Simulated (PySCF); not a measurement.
# Electron correlation in Al⁺ (aluminium, charge +1)

[Ne] 3s2, closed-shell 1S. All numbers are calculated (PySCF 2.14, the non-relativistic Hamiltonian (point nucleus), in cc-pV(T+d)Z (5s4p3d1f, 39 functions)). Frozen: [Ne]; 2 electrons correlated.

Total MP2 correlation energy: -27.76 mhartree.

Same-spin part 0.00 and opposite-spin part -27.76 mhartree; SCS-MP2 scales them by 1/3 and 6/5 to -33.31 mhartree.

With two correlated electrons CCSD is exact within the correlated space (frozen core and kept virtual orbitals).

```tsv
level	correlation energy (mhartree)
CCSD	-39.54
```

Diagnostics: T1 = 0.0086, D1 = 0.0122, largest double amplitude 0.111.

Cost of the coupled-cluster step: 0.18 s of wall time on 1 thread of Neoverse-N1 (shared host), for 2 correlated electrons.
